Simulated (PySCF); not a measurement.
ZnHI, SMILES [ZnH][I].

Geometry optimised at B3LYP-D3(BJ)/def2-TZVP. The def2 effective core potentials stand for the cores of I; spin–orbit coupling is left out.

Two levels are set side by side: PBE/def2-TZVPD (PySCF) and CAM-B3LYP/def2-TZVPD (PySCF). Same geometry, gas phase. Differences are taken from unrounded values.

| quantity | CAM-B3LYP | PBE | PBE minus CAM-B3LYP |
|---|---|---|---|
| orbital gap (eV) | 8.75 | 4.93 | -3.83 |
| highest occupied level (eV) | -8.92 | -6.61 | 2.32 |
| lowest empty level (eV) | -0.17 | -1.68 | -1.51 |
| dipole moment (D) | 1.33 | 1.14 | -0.19 |
| mean polarisability (bohr³) | 62.3 | 66.0 | 3.6 |

PBE's occupied levels lie high since its potential decays too fast outside the molecule; exact exchange lowers them and widens the gap. Loosely held outer electrons make PBE densities more polarisable. Differences between two approximate levels are no errors against the true value.

Rough cost on one machine, each run with all the roots and properties that it gave: CAM-B3LYP against PBE within a factor of 2.
